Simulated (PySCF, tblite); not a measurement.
Compound: C2H10OSSi2.
Z-matrix (Å and degrees, GFN2-xTB geometry), rows numbered from 1:
```
Si
O   1  1.6222
C   2  1.4001  1  128.41
C   3  1.5176  2  107.73  1  -167.93
Si  4  1.8977  3  108.13  2   -41.60
S   5  2.1524  4  106.24  3   -54.85
H   1  1.4534  2   98.89  3   178.24
H   1  1.4647  2  111.81  3   -61.35
H   1  1.4676  2  109.89  3    58.94
H   3  1.0972  2  108.97  1    72.63
H   3  1.0969  2  110.24  1   -45.60
H   4  1.0894  3  109.61  2    76.94
H   4  1.0889  3  110.21  2  -164.82
H   5  1.4645  4  109.00  3  -169.05
H   5  1.4550  4  115.02  3    66.02
H   6  1.3235  5   96.24  4  -168.95
```

Computed, not measured: PBE0/def2-SVPD in PySCF (dipole) on a GFN2-xTB geometry, gas phase.

Masses are those of the commonest isotopes; rigid-rotor values at the optimised geometry. The values belong to one conformer with, in the numbering `[SiH3:1][O:2][CH2:3][CH2:4][SiH2:5][SH:6]`, Si1–O2–C3–C4 -168°, O2–C3–C4–Si5 -42°, C3–C4–Si5–S6 -55°, C4–Si5–S6–H -169°.

(1) What are A, B and C (MHz)?

(2) What kind of rotor is it?

(3) Is it planar, by Δ = Ic − Ia − Ib?

(4) Give the coordinates in the principal-axis frame, origin at the centre of mass.

(5) List the rotational levels J(Ka,Kc) to J = 4 (cm⁻¹).

(6) Which lines would a microwave search look for?

## Answers

(1) Ia = 182.19, Ib = 506.98, Ic = 590.61 u·Å²; 505379 MHz·u·Å²/I gives A = 2774, B = 996.8, C = 855.7 MHz.

(2) An asymmetric top. Ray's parameter κ = (2B − A − C)/(A − C) = -0.853; −1 is the prolate and +1 the oblate limit.

(3) Not planar: Δ = Ic − Ia − Ib = -98.56 u·Å². For a rigid frame Δ = −2 Σ m c², so Σ m c² = 49.28 u·Å² lies off the ab plane: 14.90 from hydrogen and 34.37 from heavier atoms. The atom farthest from that plane is 1.97 Å away.

(4) The sense of each axis is arbitrary; atoms in the order of the calculation.
| atom | mass (u) | a (Å) | b (Å) | c (Å) |
| --- | --- | --- | --- | --- |
| Si1 | 27.977 | -2.668 | 0.614 | 0.208 |
| O2 | 15.995 | -1.259 | -0.186 | 0.127 |
| C3 | 12.000 | -0.733 | -0.917 | -0.945 |
| C4 | 12.000 | 0.451 | -1.711 | -0.427 |
| Si5 | 27.977 | 1.446 | -0.594 | 0.741 |
| S6 | 31.972 | 1.919 | 1.181 | -0.380 |
| H7 | 1.008 | -2.582 | 1.083 | 1.580 |
| H8 | 1.008 | -2.742 | 1.687 | -0.786 |
| H9 | 1.008 | -3.781 | -0.312 | -0.030 |
| H10 | 1.008 | -0.407 | -0.219 | -1.726 |
| H11 | 1.008 | -1.505 | -1.567 | -1.375 |
| H12 | 1.008 | 0.095 | -2.576 | 0.131 |
| H13 | 1.008 | 1.050 | -2.080 | -1.258 |
| H14 | 1.008 | 2.724 | -1.241 | 1.046 |
| H15 | 1.008 | 0.757 | -0.216 | 1.966 |
| H16 | 1.008 | 2.786 | 1.674 | 0.489 |

(5) Above 0(0,0):
J = 1: 1(0,1) 0.0618, 1(1,1) 0.1211, 1(1,0) 0.1258
J = 2: 2(0,2) 0.1851, 2(1,2) 0.2400, 2(1,1) 0.2541, 2(2,1) 0.4319, 2(2,0) 0.4322
J = 3: 3(0,3) 0.3694, 3(1,3) 0.4181, 3(1,2) 0.4463, 3(2,2) 0.6173, 3(2,1) 0.6186, 3(3,1) 0.9256, 3(3,0) 0.9256
J = 4: 4(0,4) 0.6140, 4(1,4) 0.6554, 4(1,3) 0.7024, 4(2,3) 0.8643, 4(2,2) 0.8682, 4(3,2) 1.1733, 4(3,1) 1.1734, 4(4,1) 1.6043, 4(4,0) 1.6043

(6) The dipole components are |μa| = 0.77 D, |μb| = 1.25 D, |μc| = 0.11 D. Intensities carry the squares of the components, which stand as 0.38 : 1.00 : 0.01 (a : b : c). Some lines, for components of 0.1 D or more:

```
type  branch         J(Ka,Kc)    MHz  lower level (cm⁻¹)
   a       Q  2(1,1) ← 2(1,2)    423               0.240
   a       Q  3(1,2) ← 3(1,3)    847               0.418
   c       Q  1(1,1) ← 1(0,1)   1777               0.062
   a       R  1(0,1) ← 0(0,0)   1853               0.000
   b       Q  2(1,1) ← 2(0,2)   2068               0.185
   b       Q  3(1,2) ← 3(0,3)   2306               0.369
   c       R  1(1,0) ← 0(0,0)   3771               0.000
   b       R  3(0,3) ← 2(1,2)   3881               0.240
   c       Q  2(2,1) ← 2(1,1)   5331               0.254
   b       Q  2(2,0) ← 2(1,1)   5339               0.254
   a       R  3(1,3) ← 2(1,2)   5341               0.240
   a       R  3(0,3) ← 2(0,2)   5525               0.185
   a       R  3(2,1) ← 2(2,0)   5590               0.432
   b       Q  2(2,1) ← 2(1,2)   5755               0.240
   a       R  3(1,2) ← 2(1,1)   5764               0.254
   b       Q  3(2,2) ← 3(1,3)   5971               0.418
   c       R  2(2,0) ← 1(1,0)   9186               0.126
   c       Q  3(3,1) ← 3(2,1)   9203               0.619
   b       Q  3(3,0) ← 3(2,1)   9204               0.619
   b       Q  3(3,1) ← 3(2,2)   9243               0.617
   b       R  2(2,0) ← 1(1,1)   9327               0.121
   b       R  3(2,2) ← 2(1,1)  10889               0.254
   c       R  3(2,1) ← 2(1,1)  10929               0.254
   c       R  3(2,2) ← 2(1,2)  11312               0.240
   b       R  3(2,1) ← 2(1,2)  11353               0.240
   b       R  3(3,1) ← 2(2,0)  14793               0.432
   c       R  3(3,0) ← 2(2,0)  14793               0.432
   b       R  3(3,0) ← 2(2,1)  14801               0.432
```

Its GFN2-xTB frequencies are all real (lowest 24 cm⁻¹). Constants of a rigid frame at the computed geometry: no zero-point averaging, no centrifugal distortion. A rigid rotor knows nothing of internal rotation, which can split or shift real lines.

On one thread, Arm Neoverse N1 (aarch64), no GPU, on a shared host, this took 81 s (grids of density and orbitals included) and 0.85 GiB of memory at its peak. This is the PBE0/def2-SVPD job that gave the dipole, with the excitations it also computed.
